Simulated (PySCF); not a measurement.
**Polarisability and C₆ of Fe²⁺ (iron, charge +2)**

[Ar] 3d6, high-spin 5D determinant. Calculation: PySCF 2.14, in def2-QZVPPD (11s6p5d4f2g, 100 functions); no relativity, point nucleus. Coupled (time-dependent) response in atomic units; α is the mean over directions.

```
method  mean α (bohr³)         α xx, yy, zz  C₆ (like pair)  S(−4)
   UHF           3.089  3.276, 3.276, 2.715           8.750  4.631
   PBE           3.956  4.210, 4.210, 3.447           11.41  9.686
```

S(−4) is the Cauchy moment in α(ω) = α(0) + S(−4) ω² + …

α(iu) at UHF:

```
u (hartree)  α(iu) (bohr³)
          0          3.089
     0.0500          3.078
      0.100          3.044
      0.200          2.924
      0.300          2.760
      0.500          2.404
      0.750          2.018
       1.00          1.716
       1.50          1.287
       2.00         0.9984
       3.00         0.6444
       5.00         0.3271
```

A single London oscillator, α(iu) = α/(1 + u²/ω²), gives C₆ = (3/4) ω α². Matching the computed C₆ needs ω = 4 × 8.750 / (3 × 3.089²) = 1.22 hartree.

For an ion, C₆ is the dispersion term alone; charge-induced terms of lower order in 1/R come first.

The components differ because the open shell of this determinant is not spherical; for a pure term their mean is the scalar polarisability.
